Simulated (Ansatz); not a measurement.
The cluster TiSi4. Charge 0, multiplicity 1. Geometry r2SCAN-D4/def2-SVP.

Cartesian coordinates in Å:
```
Ti 1.5713 1.0746 0.1724
Si 0.4494 -0.4252 -1.2799
Si -0.7957 1.1709 0.1222
Si 0.3844 -0.7223 1.1622
Si -1.6093 -1.0979 -0.1769
```

The 6-31G sets use Cartesian d functions. B3LYP takes the VWN-RPA correlation. The structure comes from a short search, and lower isomers may exist.

(1) Estimate the orbital energies around the gap (eV) in Ansatz with PBE-D4/def2-SVP, PBE-D4/def2-TZVPD, r2SCAN-D4/def2-TZVP, B3LYP-D4/6-31G, PBE0-D4/def2-TZVP.

## Answers

(1) 
| orbital | PBE-D4/def2-SVP | PBE-D4/def2-TZVPD | r2SCAN-D4/def2-TZVP | B3LYP-D4/6-31G | PBE0-D4/def2-TZVP |
| --- | --- | --- | --- | --- | --- |
| HOMO−5 | -6.22 | -6.21 | -6.38 | -6.79 | -7.00 |
| HOMO−4 | -5.41 | -5.38 | -5.54 | -6.23 | -6.18 |
| HOMO−3 | -5.40 | -5.38 | -5.54 | -6.23 | -6.17 |
| HOMO−2 | -5.10 | -5.12 | -5.23 | -5.80 | -5.86 |
| HOMO−1 | -5.10 | -5.10 | -5.23 | -5.72 | -5.86 |
| HOMO | -5.10 | -5.10 | -5.18 | -5.72 | -5.86 |
| LUMO | -3.30 | -3.37 | -3.31 | -2.87 | -2.61 |
| LUMO+1 | -3.30 | -3.37 | -3.31 | -2.87 | -2.61 |
| LUMO+2 | -3.30 | -3.35 | -3.19 | -2.86 | -2.58 |
| LUMO+3 | -2.79 | -2.91 | -2.84 | -2.47 | -2.23 |
| LUMO+4 | -2.79 | -2.91 | -2.84 | -2.25 | -2.19 |
| LUMO+5 | -2.70 | -2.81 | -2.65 | -2.25 | -2.19 |
